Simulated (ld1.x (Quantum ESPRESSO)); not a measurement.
# u(r) = r·R(r): atom against pseudo-atom (phosphorus)

Columns: radius, all-electron u(r) and pseudo u(r) of the 3p shell (level -5.48 eV) of phosphorus in the configuration [Ne] 3s2 3p3; Wu–Cohen, scalar-relativistic, RRKJ scheme, ld1.x (Quantum ESPRESSO) 7.5.

| r (bohr) | all-electron | pseudo |
| --- | --- | --- |
| 0.090 | 0.1144 | -0.0110 |
| 0.180 | 0.2451 | -0.0413 |
| 0.270 | 0.2974 | -0.0835 |
| 0.360 | 0.2780 | -0.1286 |
| 0.450 | 0.2107 | -0.1693 |
| 0.540 | 0.1170 | -0.2024 |
| 0.630 | 0.0122 | -0.2298 |
| 0.720 | -0.0938 | -0.2571 |
| 0.810 | -0.1948 | -0.2905 |
| 0.900 | -0.2873 | -0.3337 |
| 0.990 | -0.3696 | -0.3867 |
| 1.080 | -0.4412 | -0.4451 |
| 1.170 | -0.5022 | -0.5025 |
| 1.260 | -0.5529 | -0.5529 |
| 1.350 | -0.5938 | -0.5938 |
| 1.440 | -0.6256 | -0.6256 |
| 1.530 | -0.6492 | -0.6492 |
| 1.620 | -0.6655 | -0.6655 |
| 1.710 | -0.6753 | -0.6753 |
| 1.800 | -0.6796 | -0.6796 |
| 1.890 | -0.6791 | -0.6791 |
| 1.980 | -0.6745 | -0.6745 |
| 2.070 | -0.6666 | -0.6666 |
| 2.160 | -0.6559 | -0.6559 |
| 2.250 | -0.6428 | -0.6428 |
| 2.340 | -0.6279 | -0.6279 |

Task: How many radial nodes do the two functions have?

Result: The all-electron 3p function has n − l − 1 = 1; the pseudo-wave has 0, since the states of the same l below it are removed with the core.

Task: At about which radius was the pseudo-wave matched?

Result: 1.25 bohr, where the columns begin to agree (steps of 0.09 bohr).

Task: Is the pseudo-wave norm-conserving?

Result: Yes: the RRKJ scheme keeps the norm inside the radius equal to the all-electron one, which fixes the energy derivative of the logarithmic derivative at the level.
